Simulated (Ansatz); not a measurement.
Consider the atomization: `CC(F)(F)C(F)CF` → 4 C• + 4 F• + 6 H•.

Program: Ansatz. Geometries: PBE0-D4/def2-TZVP. ΔE: electronic, gas phase. CCSD(T)/CBS is the MP2 limit (def2-TZVPP, def2-QZVPP) plus CCSD(T) − MP2 in def2-TZVPP, frozen cores. This one scheme is used for every species, atoms too. Functionals use def2-TZVPP. Open shells (•) are unrestricted, without spin–orbit coupling. Spin–orbit coupling would lower the free atoms: a little for C, F. One conformer a species, not always the lowest.

Q: What is ΔE at CCSD(T)/CBS? (Best estimate.)

A: Ansatz gave: +1345.1 kcal/mol.

Q: What do these levels give: r2SCAN-D4, B97M-V, PBE0-D4, r2SCAN0-D4, BHLYP-D4, HF/def2-SVP? (An estimate is asked.)

A: Computed: r2SCAN-D4 1352.4, B97M-V 1345.9, PBE0-D4 1354.5, r2SCAN0-D4 1323.8, BHLYP-D4 1290.3, HF/def2-SVP 986.1 kcal/mol.

Largest T1 diagnostic among the species: 0.011.

In def2-TZVPP, CCSD(T) changes the Hartree–Fock value by +343.6 kcal/mol (the triples alone add +22.3 kcal/mol) and MP2 by +380.3 kcal/mol; breaking electron pairs costs correlation energy, which Hartree–Fock lacks. From r2SCAN to r2SCAN0 (25 % exact exchange), in def2-TZVPP and without D4, ΔE moves by −28.8 kcal/mol: exact exchange takes away binding that semilocal exchange gives to molecules.

For atomizations the MP2-based limit and the directly extrapolated one differ by several kJ/mol either way, and by 10 to 25 for some Ge, Se and Sn compounds, so smaller differences from it don't rank the levels.
